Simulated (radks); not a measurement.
Spherical quantum dot in the effective-mass picture: electrons in a parabolic well V = omega^2 r^2 / 2 with omega = 0.313, with a point charge +1 (a donor) at the centre, all in effective atomic units (hartree* = m*/eps^2 hartree, bohr* = eps/m* bohr), one dielectric constant everywhere. Method: non-relativistic Kohn-Sham, exchange-only LDA, spin-polarised, spherical densities; computed with a radial shooting solver with Libxc functionals. Levels are named by radial order and angular momentum (1s, 1p, 1d, 2s, ...), and open shells are averaged over m. Results are scaled to m* = 0.03 and eps = 11, for which hartree* = 6.747 meV and bohr* = 19.4 nm.

N = 37, configuration 1s2 1p6 1d10 2s2 1f14 2p(up 3, down 0). This is the lowest configuration that the search found. Occupied and some empty levels:

| level | occupation | eigenvalue (meV) | <r> (nm) |
|---|---|---|---|
| 1s up | 1 | 48.366 | 50.54 |
| 1s down | 1 | 48.621 | 54.53 |
| 1p up | 3 | 49.336 | 95.11 |
| 1p down | 3 | 49.443 | 98.45 |
| 2s up | 1 | 49.559 | 90.59 |
| 2s down | 1 | 49.648 | 86.16 |
| 1d up | 5 | 49.976 | 108.0 |
| 1d down | 5 | 50.042 | 108.9 |
| 1f up | 7 | 50.691 | 116.5 |
| 1f down | 7 | 50.745 | 116.4 |
| 2p up | 3 | 50.931 | 94.26 |
| 2p down | 0 | 51.160 | 94.62 |
| 3s up | 0 | 51.443 | 94.75 |
| 1g up | 0 | 51.493 | 123.0 |
| 1g down | 0 | 51.547 | 122.7 |
| 3s down | 0 | 51.567 | 96.38 |
| 2d up | 0 | 51.964 | 103.7 |
| 2d down | 0 | 52.133 | 105.8 |

Energy (meV): total 1104.83, kinetic 57.715, external 329.56, Hartree 767.19, exchange-correlation -49.635.
